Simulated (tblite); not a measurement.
Species: C6H8NO (doublet state).
Z-matrix (Å and degrees, GFN2-xTB geometry), rows numbered from 1:
```
C 
C   1  1.5187
C   2  1.5072  1  116.03
C   3  1.3390  2   93.36  1   117.77
C   4  1.4585  3  134.84  2   179.20
N   5  1.3056  4  117.74  3  -178.87
O   5  1.2455  4  124.97  3     0.85
C   4  1.5049  3   94.95  2    -0.23
H   1  1.0877  2  110.29  3  -170.09
H   1  1.0875  2  110.39  3   -49.98
H   1  1.0879  2  110.21  3    69.87
H   2  1.0923  1  110.44  3  -130.23
H   3  1.0737  2  132.17  1   -61.75
H   6  1.0141  5  115.61  4   179.82
H   8  1.0869  2  114.77  1    -2.39
H   8  1.0872  2  115.79  1   126.68
```

Computed with GFN2-xTB (tblite): harmonic, unscaled wavenumbers at the GFN2-xTB geometry, gas phase. Against measured fundamentals such values can be off by several per cent, at times by over 20. One conformer, not necessarily the lowest. Open shells enter through the occupations alone, without spin polarisation, and single modes of such species can be off by tens of per cent.

Harmonic wavenumbers (cm⁻¹): 62.6, 92.7, 135.3, 212.1, 269.2, 322.8, 340.4, 444.7, 499.3, 575.7, 609.2, 685.1, 789.8, 836.3, 911.3, 938.9, 953.0, 1017.3, 1027.5, 1038.3, 1075.0, 1132.0, 1159.1, 1174.2, 1195.9, 1255.1, 1299.7, 1402.0, 1429.2, 1445.0, 1486.8, 1491.4, 1493.9, 1621.1, 2948.0, 3016.5, 3026.3, 3034.0, 3035.6, 3042.0, 3139.2, 3392.1.

A = 5505, B = 1214, C = 1065 MHz; mass 110.061 u (most abundant isotopes); point group C1, symmetry number 1; spin multiplicity 2.

Problem. Zero-point energy?

Solution. ½Σν̃ = 27528 cm⁻¹ = 329.31 kJ/mol.

Problem. Entropy at 400 K, 1 bar (ideal gas, RRHO, classical rotation)?

Solution. Translation 173.59, rotation 121.67, vibration 123.03, spin (R ln 2) 5.76: S = 424.1 J/(mol K).

Problem. And Cp and H(400 K) − H(0)?

Solution. Cp = 169.83 J/(mol K), of which vibrations give 136.57 (their classical limit is 42 R = 349.2); H(400 K) − H(0) = 39.82 kJ/mol without the zero-point energy, 26.52 from vibrations.

Problem. What must be added to the electronic energy to get the Gibbs energy at 400 K and 1 bar?

Solution. ZPE + [H(400 K) − H(0)] − T·S = 329.31 + 39.82 − 169.62 = 199.51 kJ/mol.

Problem. Which modes carry the vibrational entropy at 400 K?

Solution. 62.6 cm⁻¹: 20.73; 92.7 cm⁻¹: 17.48; 135.3 cm⁻¹: 14.38; 212.1 cm⁻¹: 10.76; 269.2 cm⁻¹: 8.90; 322.8 cm⁻¹: 7.52 J/(mol K); the other 36 give 43.25 together.

Hindered rotation and anharmonicity are outside this model. Other conformers, if any are populated, would add a mixing term that is left out. The structure is chiral; the term R ln 2 for an equal mix with its mirror image is left out.
